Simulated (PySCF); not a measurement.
PySCF job for Si(F)(NHSiH3)3 (FH12N3Si4), SMILES N([SiH3])[Si](N[SiH3])(F)N[SiH3], TDA-LC-ωPBE/def2-SVP. Coordinates come from a B3LYP-D3(BJ)/def2-SVP optimisation. Other conformers were not sampled.

```python
import numpy as np
from pyscf import gto, scf, dft, tdscf

mol = gto.M(
    atom='''
    F     0.17621542    0.58027599   -1.78242080
    Si    0.33616399   -0.12857897   -0.32019527
    N     1.93816562    0.14874376    0.24609399
    Si    2.81923026    1.65914999    0.28079442
    N    -0.85607515    0.59519617    0.69308908
    Si   -2.39866721    1.27967025    0.22155554
    N     0.00596605   -1.81092476   -0.44873805
    Si   -1.27655062   -2.63106542    0.41908691
    H     2.44219399   -0.69235465    0.51693897
    H     3.89955950    1.72315066   -0.74811917
    H     1.83321148    2.74453307    0.02997008
    H     3.45773518    1.86026339    1.61608113
    H    -0.56134596    0.76285998    1.65240500
    H    -3.39516487    1.03031757    1.30402286
    H    -2.33310425    2.75448172   -0.00535215
    H    -2.83256984    0.61595754   -1.03556220
    H     0.49755095   -2.35611328   -1.15261915
    H    -1.18628874   -4.07374926    0.04957488
    H    -1.10847208   -2.49837534    1.89492947
    H    -2.63810980   -2.13302310    0.06901994
    ''',
    basis='def2-SVP',
    charge=0,
    spin=0,
    max_memory=1600,
    verbose=4,
)
mf = dft.RKS(mol, xc='lc_wpbe').density_fit(auxbasis='def2-universal-jkfit')
mf.grids.level = 3
mf.conv_tol = 1e-9
mf.max_cycle = 100
mf.kernel()
mf.grids = dft.Grids(mol).set(level=1).build(with_non0tab=True)  # coarser grid for the response kernel
td = tdscf.TDA(mf)
td.singlet = True
td.nstates = 10
td.conv_tol = 1e-4
td.positive_eig_threshold = 1e-6
td.kernel(x0=td.get_init_guess(mf, 15))
td.analyze()
tt = tdscf.TDA(mf)
tt.singlet = False
tt.nstates = 4
tt.conv_tol = 1e-4
tt.positive_eig_threshold = 1e-6
tt.kernel(x0=tt.get_init_guess(mf, 9))
tt.analyze(verbose=3)
```

Output:

```
PySCF version 2.14.0

[INPUT] verbose = 4
[INPUT] num. atoms = 20
[INPUT] num. electrons = 98
[INPUT] charge = 0
[INPUT] spin (= nelec alpha-beta = 2S) = 0
[INPUT] symmetry False subgroup None
[INPUT] Mole.unit = angstrom
[INPUT] Symbol           X                Y                Z      unit          X                Y                Z       unit  Magmom
[INPUT]  1 F      0.176215420000   0.580275990000  -1.782420800000 AA    0.332998882725   1.096562697761  -3.368287150728 Bohr   0.0
[INPUT]  2 Si     0.336163990000  -0.128578970000  -0.320195270000 AA    0.635257874041  -0.242979038679  -0.605081366681 Bohr   0.0
[INPUT]  3 N      1.938165620000   0.148743760000   0.246093990000 AA    3.662602205848   0.281084969138   0.465050242001 Bohr   0.0
[INPUT]  4 Si     2.819230260000   1.659149990000   0.280794420000 AA    5.327573073486   3.135339080675   0.530624551106 Bohr   0.0
[INPUT]  5 N     -0.856075150000   0.595196170000   0.693089080000 AA   -1.617747575546   1.124757751690   1.309748541127 Bohr   0.0
[INPUT]  6 Si    -2.398667210000   1.279670250000   0.221555540000 AA   -4.532824090875   2.418226302254   0.418679291980 Bohr   0.0
[INPUT]  7 N      0.005966050000  -1.810924760000  -0.448738050000 AA    0.011274200545  -3.422151828594  -0.847992016171 Bohr   0.0
[INPUT]  8 Si    -1.276550620000  -2.631065420000   0.419086910000 AA   -2.412331055944  -4.971993059614   0.791959482290 Bohr   0.0
[INPUT]  9 H      2.442193990000  -0.692354650000   0.516938970000 AA    4.615077784159  -1.308360669569   0.976873076415 Bohr   0.0
[INPUT] 10 H      3.899559500000   1.723150660000  -0.748119170000 AA    7.369099461446   3.256282818764  -1.413740339837 Bohr   0.0
[INPUT] 11 H      1.833211480000   2.744533070000   0.029970080000 AA    3.464267625609   5.186415842112   0.056635243131 Bohr   0.0
[INPUT] 12 H      3.457735180000   1.860263390000   1.616081130000 AA    6.534172501474   3.515388326655   3.053950730778 Bohr   0.0
[INPUT] 13 H     -0.561345960000   0.762859980000   1.652405000000 AA   -1.060790125531   1.441596433591   3.122592896862 Bohr   0.0
[INPUT] 14 H     -3.395164870000   1.030317570000   1.304022860000 AA   -6.415931752045   1.947018028627   2.464246065572 Bohr   0.0
[INPUT] 15 H     -2.333104250000   2.754481720000  -0.005352150000 AA   -4.408928052559   5.205216065921  -0.010114097678 Bohr   0.0
[INPUT] 16 H     -2.832569840000   0.615957540000  -1.035562200000 AA   -5.352781226303   1.163991054961  -1.956928942952 Bohr   0.0
[INPUT] 17 H      0.497550950000  -2.356113280000  -1.152619150000 AA    0.940235028517  -4.452408817651  -2.178134519429 Bohr   0.0
[INPUT] 18 H     -1.186288740000  -4.073749260000   0.049574880000 AA   -2.241760823255  -7.698270401550   0.093682945858 Bohr   0.0
[INPUT] 19 H     -1.108472080000  -2.498375340000   1.894929470000 AA   -2.094708647927  -4.721245148967   3.580897723667 Bohr   0.0
[INPUT] 20 H     -2.638109800000  -2.133023100000   0.069019940000 AA   -4.985305008531  -4.030829476371   0.130428783734 Bohr   0.0

nuclear repulsion = 764.175455868047
number of shells = 92
number of NR pGTOs = 324
number of NR cGTOs = 188
basis = def2-SVP
ecp = {}


[settings echo left out]
init E= -1428.64927333812
  HOMO = -0.325227116678547  LUMO = 0.000237739266097936  gap/eV = 8.85635
cycle= 1 E= -1428.29157165694  delta_E= 0.358  |g|= 0.751  |ddm|=  4.2
  HOMO = -0.338219780564103  LUMO = 0.0954915791940003  gap/eV = 11.80189
cycle= 2 E= -1428.34045309834  delta_E= -0.0489  |g|= 0.665  |ddm|= 1.08
  HOMO = -0.387451684658337  LUMO = 0.0911831324922314  gap/eV = 13.02432
cycle= 3 E= -1428.41536939337  delta_E= -0.0749  |g|= 0.0675  |ddm|= 0.49
  HOMO = -0.385421017836697  LUMO = 0.0962514555591474  gap/eV = 13.10698
cycle= 4 E= -1428.41632360103  delta_E= -0.000954  |g|= 0.0343  |ddm|= 0.0884
  HOMO = -0.381591863076575  LUMO = 0.097705598068532  gap/eV = 13.04235
cycle= 5 E= -1428.41655991903  delta_E= -0.000236  |g|= 0.00854  |ddm|= 0.037
  HOMO = -0.382967007213295  LUMO = 0.0970518187929756  gap/eV = 13.06198
cycle= 6 E= -1428.41657712119  delta_E= -1.72e-05  |g|= 0.00077  |ddm|= 0.0112
  HOMO = -0.382981778332834  LUMO = 0.097030626088515  gap/eV = 13.06180
cycle= 7 E= -1428.41657756958  delta_E= -4.48e-07  |g|= 0.000183  |ddm|= 0.00324
  HOMO = -0.382998621287495  LUMO = 0.0970243314299322  gap/eV = 13.06209
cycle= 8 E= -1428.41657758773  delta_E= -1.81e-08  |g|= 7.08e-05  |ddm|= 0.000686
  HOMO = -0.382993135164676  LUMO = 0.0970271403749674  gap/eV = 13.06202
cycle= 9 E= -1428.41657759427  delta_E= -6.54e-09  |g|= 3.39e-05  |ddm|= 0.000158
  HOMO = -0.382994265745788  LUMO = 0.0970270591810554  gap/eV = 13.06205
cycle= 10 E= -1428.4165775901  delta_E= 4.17e-09  |g|= 7.74e-06  |ddm|= 4.56e-05
  HOMO = -0.382994193843212  LUMO = 0.0970269705378746  gap/eV = 13.06204
cycle= 11 E= -1428.41657759013  delta_E= -3.68e-11  |g|= 1.52e-06  |ddm|= 2.57e-05
  HOMO = -0.382994002190605  LUMO = 0.0970270381972576  gap/eV = 13.06204
Extra cycle  E= -1428.41657759014  delta_E= -4.55e-12  |g|= 9.22e-07  |ddm|= 3.96e-06
converged SCF energy = -1428.41657759014
tot grids = 75976
Overwritten attributes  positive_eig_threshold  of <class 'pyscf.tdscf.rks.TDA'>


******** <class 'pyscf.tdscf.rks.TDA'> for <class 'pyscf.df.df_jk.DFRKS'> ********
nstates = 10 singlet
deg_eia_thresh = 1.000e-03
wfnsym = None
conv_tol = 0.0001
eigh lindep = 1e-12
eigh level_shift = 0
eigh max_cycle = 100


Excitation energies (eV)
[7.61803082 7.64707868 7.70183514 8.65963894 8.70352462 8.74702804
 9.22874187 9.28717415 9.32592076 9.38975273]

** Singlet excitation energies and oscillator strengths **
Excited State   1:      7.61803 eV    162.75 nm  f=0.0182
      47 -> 51        0.33571
      48 -> 52       -0.19380
      49 -> 50       -0.53650
      49 -> 52        0.11149
Excited State   2:      7.64708 eV    162.13 nm  f=0.0108
      47 -> 52        0.19631
      48 -> 50        0.52694
      48 -> 51       -0.19695
      48 -> 52        0.12640
      49 -> 50       -0.10543
      49 -> 51        0.12688
      49 -> 52        0.24363
Excited State   3:      7.70184 eV    160.98 nm  f=0.0135
      47 -> 50        0.49473
      47 -> 51        0.12870
      48 -> 51       -0.14753
      48 -> 52        0.26348
      49 -> 51       -0.31397
Excited State   4:      8.65964 eV    143.17 nm  f=0.0048
      47 -> 54        0.15050
      47 -> 55       -0.13868
      48 -> 51        0.10945
      48 -> 52        0.21010
      48 -> 53       -0.23178
      48 -> 54        0.27195
      48 -> 55       -0.31893
      48 -> 56       -0.20920
      48 -> 62       -0.11891
      49 -> 56       -0.10200
Excited State   5:      8.70352 eV    142.45 nm  f=0.0203
      47 -> 53        0.19471
      47 -> 54        0.24439
      47 -> 56        0.28005
      48 -> 56       -0.12569
      49 -> 53       -0.37311
      49 -> 54       -0.24813
      49 -> 60        0.10127
Excited State   6:      8.74703 eV    141.74 nm  f=0.0024
      47 -> 53       -0.29446
      47 -> 54       -0.14408
      47 -> 57       -0.10325
      48 -> 53        0.18586
      48 -> 54        0.10134
      48 -> 56       -0.15749
      48 -> 57        0.10850
      49 -> 53       -0.20121
      49 -> 55       -0.10252
      49 -> 56        0.37387
      49 -> 57       -0.12321
      49 -> 61       -0.10509
Excited State   7:      9.22874 eV    134.35 nm  f=0.1027
      46 -> 50        0.11297
      47 -> 53        0.16797
      47 -> 55       -0.15580
      48 -> 51       -0.17966
      48 -> 52       -0.12333
      48 -> 53        0.23780
      48 -> 55       -0.30103
      48 -> 56       -0.10588
      48 -> 58        0.16508
      48 -> 63       -0.10664
      49 -> 53        0.12902
      49 -> 54       -0.11887
      49 -> 55       -0.15601
Excited State   8:      9.28717 eV    133.50 nm  f=0.0462
      43 -> 50        0.10065
      46 -> 50       -0.11035
      47 -> 60        0.22935
      48 -> 60       -0.13511
      49 -> 52       -0.11260
      49 -> 54       -0.32119
      49 -> 57        0.23036
      49 -> 59       -0.14376
      49 -> 61       -0.15629
      49 -> 62       -0.12883
      49 -> 63        0.13122
Excited State   9:      9.32592 eV    132.95 nm  f=0.1237
      42 -> 50       -0.13287
      45 -> 52        0.11965
      46 -> 50        0.22750
      46 -> 51       -0.10487
      47 -> 51        0.12122
      47 -> 54        0.18737
      47 -> 57       -0.11177
      47 -> 59        0.14239
      47 -> 60        0.14471
      48 -> 53       -0.13116
      48 -> 55        0.10920
      49 -> 50        0.13887
      49 -> 52        0.15094
      49 -> 59       -0.11339
      49 -> 60       -0.23211
Excited State  10:      9.38975 eV    132.04 nm  f=0.0080
      44 -> 51        0.12221
      44 -> 52       -0.10581
      45 -> 50        0.12954
      46 -> 50        0.22800
      46 -> 51       -0.10737
      46 -> 52        0.17418
      47 -> 54       -0.22183
      47 -> 60       -0.10402
      47 -> 62       -0.10086
      48 -> 54        0.15475
      49 -> 50        0.10593
      49 -> 52        0.13874
      49 -> 58       -0.13318
      49 -> 60        0.22469

** Transition electric dipole moments (AU) **
state          X           Y           Z        Dip. S.      Osc.
  1        -0.2350     -0.1915      0.0767      0.0978      0.0182
  2         0.1475     -0.1769      0.0692      0.0578      0.0108
  3         0.0834      0.2026      0.1530      0.0714      0.0135
  4        -0.0532      0.0134     -0.1393      0.0224      0.0048
  5         0.0697      0.1188     -0.2763      0.0954      0.0203
  6         0.0027      0.0509     -0.0925      0.0112      0.0024
  7        -0.4998     -0.4206      0.1658      0.4541      0.1027
  8         0.4335     -0.1235     -0.0018      0.2032      0.0462
  9         0.5555      0.4305     -0.2177      0.5413      0.1237
 10         0.0975      0.0481      0.1508      0.0346      0.0080

** Transition velocity dipole moments (imaginary part, AU) **
state          X           Y           Z        Dip. S.      Osc.
  1        -0.1113     -0.0640      0.0566      0.0197      0.0468
  2         0.0556     -0.0916      0.0489      0.0139      0.0329
  3         0.0516      0.0775      0.1026      0.0192      0.0452
  4        -0.0138      0.0069     -0.0330      0.0013      0.0028
  5         0.0155      0.0249     -0.0525      0.0036      0.0075
  6         0.0100      0.0004     -0.0327      0.0012      0.0024
  7        -0.1550     -0.1297      0.0200      0.0413      0.0811
  8         0.1379     -0.0514     -0.0015      0.0216      0.0423
  9         0.1636      0.1071     -0.0903      0.0464      0.0903
 10         0.0140     -0.0131      0.0449      0.0024      0.0046

** Transition magnetic dipole moments (imaginary part, AU) **
state          X           Y           Z
  1         0.0888      0.2462      0.3572
  2        -0.4398      0.7412      0.1685
  3         0.8636      0.5506     -0.0436
  4        -0.0219      0.7738      0.0050
  5         0.2167     -0.5712     -0.3464
  6         0.5695      0.5221     -0.0992
  7         0.4534     -0.6388      2.7907
  8        -0.2803     -0.6890     -1.5370
  9         0.9749     -1.3825      0.9801
 10         0.2027      0.1353      1.0425


******** <class 'pyscf.tdscf.rks.TDA'> for <class 'pyscf.df.df_jk.DFRKS'> ********
nstates = 4 triplet
deg_eia_thresh = 1.000e-03
wfnsym = None
conv_tol = 0.0001
eigh lindep = 1e-12
eigh level_shift = 0
eigh max_cycle = 100


Excitation energies (eV)
[7.07749352 7.11046689 7.1581717  8.24048817]

** Triplet excitation energies and oscillator strengths **
Excited State   1:      7.07749 eV    175.18 nm  f=0.0000
Excited State   2:      7.11047 eV    174.37 nm  f=0.0000
Excited State   3:      7.15817 eV    173.21 nm  f=0.0000
Excited State   4:      8.24049 eV    150.46 nm  f=0.0000
```

The calculation finished and met its thresholds.

Cost: around 16 core-minutes (rough).
